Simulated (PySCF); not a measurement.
The vertical singlet excitations below were computed for one of the candidates. Method: TDDFT CAM-B3LYP/def2-SVPD, vertical, gas phase, core orbitals frozen in the response (PySCF 2.14.0, density-fitted response routines). Geometries: GFN2-xTB, one conformer each.

```tsv
state	E (eV)	f
S1	7.09	0.0024
S2	7.23	0.0023
S3	7.34	0.034
S4	7.39	0.058
S5	7.81	0.052
S6	7.85	0.021
S7	7.95	0.057
S8	8.11	0.028
```

Triplets computed (Tamm–Dancoff): 6.40, 6.50, 6.54 eV.

Question: Which structure fits? All have the formula C3H11ClSi2.
A. `CC(C)[Si@H]([SiH3])Cl`
B. `CC[SiH2][SiH2]CCl`
C. `C[SiH2]C[SiH2]CCl`
D. `C[Si@H]([SiH3])CCCl`

Answer: D. Its S1, at 7.09 eV, is the highest among the candidates; the nearest of the others has S1 at 6.81 eV. S1 is HOMO→LUMO (61%), HOMO→LUMO+4 (11%). Löwdin shares by element: HOMO chlorine 37%, silicon 29%, carbon 18% or more (atoms not listed hold the other 16%); LUMO silicon 32%, chlorine 12%, carbon 11% or more (atoms not listed hold the other 45%). At the same level the other candidates give, for their lowest levels:
- `C[SiH2]C[SiH2]CCl`: 6.81 eV (f 0.018); 7.24 eV (f 0.002); 7.54 eV (f 0.017); 7.99 eV (f 0.023); 8.07 eV (f 0.009); T1 6.14 eV; HOMO -9.34, LUMO 1.03 eV
- `CC(C)[Si@H]([SiH3])Cl`: 6.36 eV (f 0.009); 6.87 eV (f 0.014); 6.93 eV (f 0.025); 7.49 eV (f 0.024); 7.75 eV (f 0.066); T1 5.78 eV; HOMO -9.21, LUMO 0.47 eV
- `CC[SiH2][SiH2]CCl`: 6.38 eV (f 0.065); 6.98 eV (f 0.012); 7.03 eV (f 0.021); 7.08 eV (f 0.003); 7.41 eV (f 0.023); T1 5.69 eV; HOMO -9.06, LUMO 0.42 eV

Shape of the structure used: `[CH3:1][Si@H:2]([SiH3:3])[CH2:4][CH2:5][Cl:6]`: C1–Si2–C4–C5 62°, Si2–C4–C5–Cl6 178°.
